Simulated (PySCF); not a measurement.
SMILES O=C(O)[SiH2][SiH2]S (CH6O2SSi2), GFN2-xTB optimised geometry.

```
12

O      1.49     1.64     0.00
C      0.28     1.64     0.00
O     -0.43     2.77     0.00
Si    -0.80     0.06     0.00
Si     0.78    -1.63     0.03
S     -0.21    -3.55     0.10
H      0.14     3.55     0.00
H     -1.68     0.17     1.17
H     -1.66     0.16    -1.18
H      1.68    -1.64     1.19
H      1.57    -1.80    -1.18
H     -0.82    -3.39     1.26
```

Density from CAM-B3LYP/def2-TZVP (PySCF 2.14.0) at that geometry.

Minimum of the electron density along straight lines between bonded atoms, close to the bond critical point (lines longer than 1.1 times the sum of covalent radii, or with two minima, are not listed):

```
bond     length / Å  ρ at the minimum / e bohr⁻³  ∇²ρ there / e bohr⁻⁵  position (fraction from the first atom)
-------  ----------  ---------------------------  --------------------  ---------------------------------------
O1–C2         1.209                        0.429                 -0.26                                     0.66
C2–O3         1.332                        0.314                 -0.60                                     0.34
C2–Si4        1.913                        0.115                  0.18                                     0.62
Si4–Si5       2.316                        0.101                 -0.19                                     0.52
Si5–S6        2.167                        0.095                  0.08                                     0.36
O3–H7         0.974                        0.345                 -2.35                                     0.81
Si4–H8        1.470                        0.124                  0.16                                     0.49
Si4–H9        1.467                        0.125                  0.17                                     0.49
Si5–H10       1.464                        0.127                  0.17                                     0.49
Si5–H11       1.459                        0.128                  0.17                                     0.50
S6–H12        1.324                        0.221                 -0.66                                     0.63
```
